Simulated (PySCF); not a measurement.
Problem. Write Cartesian coordinates for InChI=1S/C5H8Si/c6-4-3-5-1-2-5/h1-3H,4H2,6H3 as optimised with GFN2-xTB.

Solution. 
```xyz
14
C5H8Si angstrom
Si    -2.349    0.492   -0.152
C     -0.788    0.312    0.927
C      0.281   -0.475    0.228
C      1.412    0.042   -0.185
C      2.717   -0.020   -0.824
C      2.342    1.151   -0.339
H     -2.863   -0.834   -0.503
H     -2.009    1.224   -1.373
H     -3.376    1.223    0.596
H     -0.401    1.298    1.188
H     -1.050   -0.186    1.864
H      0.069   -1.521    0.052
H      3.451   -0.606   -1.323
H      2.564    2.178   -0.176
```

Orientation and origin are arbitrary. Atoms count from 1 in this order. The C–C distances run from 1.311 Å (C3=C4, drawn double) to 1.501 Å (C2–C3, drawn single), a spread of 0.190 Å. The 3-membered ring C4–C5–C6 has internal angles of 54.0° to 63.0°. Si1 (SiH3 silicon) is tetrahedral (angles from 109.2° to 109.8°).

Bonds between heavy atoms (Å): Si1–C2 1.906, C2–C3 1.501, C3=C4 1.311, C4–C5 1.454, C5=C6 1.322, C4–C6 1.455.

Computed geometry: GFN2-xTB, gas phase.

Point group: C1 (no symmetry element, even within 0.4 Å). No frequency check. The numbers are those of one conformer (Si1–C2–C3–C4 112°).
